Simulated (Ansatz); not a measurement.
CH7NOSi2 can be A, `[SiH3]N[SiH]1CO1`, or B, `N[C@H]1O[Si@@H]1[SiH3]`.

Isolated molecules relaxed with PBE0-D4/def2-TZVP in Ansatz; ΔE leaves out vibrations. CCSD(T)/CBS is the MP2 limit (def2-TZVPP, def2-QZVPP) plus CCSD(T) − MP2 in def2-TZVPP, frozen cores. Functionals use def2-TZVPP. B3LYP here is the variant with VWN-RPA as its local correlation; programs differ in this. One conformer a species, not always the lowest.

Q: Which is lower in electronic energy at CCSD(T)/CBS, and by how much? (Estimate.)

A: The calculation gave: A, by 39.9 kcal/mol.

Q: Give E(B) − E(A) in kcal/mol with CCSD/def2-TZVPP, r2SCAN-D4, ωB97M-V, B3LYP-D4, B3LYP, B2PLYP, MP2/def2-TZVPP. (Estimate.)

A: Ansatz gave: CCSD/def2-TZVPP 40.6, r2SCAN-D4 36.6, ωB97M-V 40.2, B3LYP-D4 37.8, B3LYP 37.5, B2PLYP 39.5, MP2/def2-TZVPP 42.0. None reverses the order clearly.

Largest T1 diagnostic: 0.015.

In def2-TZVPP, CCSD(T) changes the Hartree–Fock value by −6.0 kcal/mol (the triples alone add −1.3 kcal/mol) and MP2 by −3.3 kcal/mol. From PBE to PBE0 (25 % exact exchange), in def2-TZVPP and without D4, E(B) − E(A) moves by +3.6 kcal/mol.
